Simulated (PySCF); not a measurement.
**Working out the excitation energy of Ta**

Ta [Xe] 4f14 5d3 6s2 (4F) → Ta [Xe] 4f14 5d4 6s1 (6D). Calculation: PySCF 2.14, in aug-cc-pVDZ-PP with ECP60MDF; a scalar-relativistic core potential. Frozen: 5s2 5p6. Energies in hartree (1 hartree = 27.21139 eV):

```
            part  Ta (lower)  Ta (upper)
             UHF  -56.740352  -56.732561
CCSD correlation   -0.077326   -0.053088
             (T)   -0.003807   -0.001212
```

What does Hartree-Fock give?

(-56.732561) − (-56.740352) = 0.007791 hartree = 0.212 eV.

What do CCSD and CCSD(T) give?

The CCSD correlation energies differ by 0.024238 hartree = 0.660 eV and the triples by 0.002595 hartree = 0.071 eV, so CCSD gives 0.872 eV and CCSD(T) 0.943 eV.

A double-zeta basis recovers only part of the correlation energy.
